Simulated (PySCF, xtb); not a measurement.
CH₅FN₂Si₂, SMILES N1[SiH2]N=C[Si@H]1F.

Harmonic wavenumbers (cm⁻¹) from GFN2-xTB (xtb) at its own minimum, in rising order: 88, 152, 225, 314, 377, 382, 499, 502, 533, 551, 630, 660, 710, 763, 783, 795, 802, 822, 935, 1117, 1269, 1668, 2297, 2317, 2382, 2945, 3526.

Problem. What does PBE0-D3(BJ)/def2-SVP (PySCF) give at its own minimum? (An estimate is asked for; the answer gives what the named calculation found.)

Solution. 108, 184, 274, 362, 395, 455, 476, 623, 665, 695, 718, 729, 800, 845, 871, 883, 927, 946, 993, 1098, 1334, 1688, 2248, 2254, 2272, 3043, 3672. Paired by order, the mean absolute difference is 76 cm⁻¹ and the zero-point energies are 40.1 and 42.3 kcal/mol.
